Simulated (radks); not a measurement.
Results of a calculation; reference values are marked as such.
Charge is removed step by step from the 1s down level of the fluorine ion F+, starting from 1s(up 1, down 1) 2s2 2p4. Level of theory: scalar-relativistic Kohn-Sham, LDA (Slater exchange, Perdew-Wang correlation), spin-polarised, spherical densities, finite nucleus; open shells are filled with parallel spins first; Fermi nuclear charge, rms radius 2.8976 fm (a radial shooting solver on a logarithmic mesh with Libxc functionals).

| removed (e) | E - E(0) (eV) | eigenvalue (eV) | E minus straight line (eV) |
|---|---|---|---|
| 0 | 0.000 | -678.24 | 0.000 |
| 0.125 | 85.408 | -688.32 | -4.021 |
| 0.25 | 172.07 | -698.24 | -6.791 |
| 0.375 | 259.95 | -707.92 | -8.335 |
| 0.5 | 349.03 | -717.25 | -8.689 |
| 0.625 | 439.24 | -726.03 | -7.909 |
| 0.75 | 530.49 | -733.97 | -6.080 |
| 0.875 | 622.66 | -740.38 | -3.344 |
| 1 | 715.43 | -742.84 | 0.000 |

Removing the whole electron costs 715.43 eV by Delta-SCF, against 678.24 eV from minus the eigenvalue at the starting occupation. Slater's transition state (half an electron removed) gives 717.25 eV. Integrating minus the eigenvalue over the occupation (Janak's theorem) gives 715.44 eV. In this scalar-relativistic scheme the density is built from large components alone, so the theorem holds only approximately. The mean slope of the eigenvalue, de/dn, is 64.6 eV per electron.
